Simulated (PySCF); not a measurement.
**Working out the excitation energy of N**

N [He] 2s2 2p3 (4S) → N [He] 2s1 2p4 (4P). All numbers are calculated (PySCF 2.14, scalar relativity by spin-free X2C-1e, in ANO-R3). Frozen: nothing. Energies in hartree (1 hartree = 27.21139 eV):

```
             part   N (lower)   N (upper)
              UHF  -54.432634  -54.032054
MP2 opposite-spin   -0.076339   -0.071843
    MP2 same-spin   -0.032609   -0.032372
```

Problem. What does Hartree-Fock give?

Solution. (-54.032054) − (-54.432634) = 0.400580 hartree = 10.900 eV.

Problem. What do MP2 and SCS-MP2 (6/5 opposite-spin, 1/3 same-spin) give?

Solution. The opposite-spin parts differ by 0.122 eV and the same-spin parts by 0.006 eV. MP2: 10.900 + (0.122) + (0.006) = 11.028 eV. SCS-MP2: 10.900 + 1.2 × (0.122) + (0.006)/3 = 11.048 eV.

Measured between the centres of the two terms (NIST): 10.927 eV, so MP2 (valence and next inner shell) is off by 0.101 eV.

What remains against the reference includes basis incompleteness and correlation beyond second order.
